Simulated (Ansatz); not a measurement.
Born–Oppenheimer molecular dynamics of a periodic cell of 20 atoms, Cl (packed as 10 Cl2, density as packed 1.21 g/cm³ with natural masses). It starts from a partly relaxed structure (largest force component 0.24 eV/Å).

Level of theory: DFT PBE-D3(BJ), scalar-relativistic, plane waves, PAW in Ansatz. Settings: cutoff 420 eV, k mesh 1x1x1, fermi-dirac smearing 0.05 eV, no spin polarisation.

```yaml
ensemble: NVT, Langevin thermostat
time_step: 2 fs
steps_asked: 190
set_temperature: 700 K
friction: 0.02 /fs
seed: 579873
```

First frame:

```xyz
20
Lattice="9.9160 0.0000 0.0000 0.0000 9.9160 0.0000 0.0000 0.0000 9.9160" Properties=species:S:1:pos:R:3
Cl 7.442 -0.209 5.121
Cl 8.280 0.636 6.736
Cl 5.880 6.816 2.595
Cl 6.859 5.691 1.256
Cl 2.646 4.132 4.391
Cl 2.827 4.260 2.382
Cl 4.218 8.862 9.248
Cl 4.784 8.904 7.287
Cl 2.387 5.301 9.363
Cl 1.133 6.625 10.257
Cl 4.650 4.066 7.544
Cl 4.766 2.061 7.260
Cl 9.199 8.666 1.483
Cl 8.462 9.259 -0.296
Cl 2.914 0.162 3.552
Cl 2.917 0.234 1.539
Cl 7.469 3.762 4.662
Cl 9.495 3.879 4.543
Cl 8.814 6.593 6.987
Cl 10.547 7.275 6.223
```

Problem. What does the run give?

Solution. The run went to its last step.

```yaml
steps_done: 190
time_covered: 380 fs
mean_temperature_over_the_second_half: 817 K
spread_of_the_potential_energy_over_the_second_half: 10.4 meV per atom
mean_potential_energy_of_the_second_half_above_the_start: 48.7 meV per atom
```

The mean temperature of the second half is 17 % above the set value. A run of 0.38 ps of so small a system gives no equilibrium averages. Limits of this set-up: coarse k mesh.

Problem. What happens to the structure?

Solution. Mean squared displacements from the first frame to the last, about the centre of mass: Cl 0.98 Å². Another seed would give other details.

Problem. How do temperature and energy run in time?

Solution. 
```json
{"time (fs)": "0.0", "T (K)": "665", "potential energy less start (eV)": "0.000"}
{"time (fs)": "30.0", "T (K)": "505", "potential energy less start (eV)": "0.237"}
{"time (fs)": "60.0", "T (K)": "630", "potential energy less start (eV)": "0.753"}
{"time (fs)": "90.0", "T (K)": "722", "potential energy less start (eV)": "0.807"}
{"time (fs)": "120.0", "T (K)": "764", "potential energy less start (eV)": "1.081"}
{"time (fs)": "150.0", "T (K)": "917", "potential energy less start (eV)": "0.923"}
{"time (fs)": "180.0", "T (K)": "856", "potential energy less start (eV)": "0.910"}
{"time (fs)": "210.0", "T (K)": "1087", "potential energy less start (eV)": "0.662"}
{"time (fs)": "240.0", "T (K)": "793", "potential energy less start (eV)": "0.652"}
{"time (fs)": "270.0", "T (K)": "723", "potential energy less start (eV)": "0.778"}
{"time (fs)": "300.0", "T (K)": "676", "potential energy less start (eV)": "1.148"}
{"time (fs)": "330.0", "T (K)": "676", "potential energy less start (eV)": "1.156"}
{"time (fs)": "360.0", "T (K)": "900", "potential energy less start (eV)": "1.194"}
```

Time of the run: 17 min on 1 thread of Arm Neoverse V1, on a shared host, peak memory 0.7 GiB.
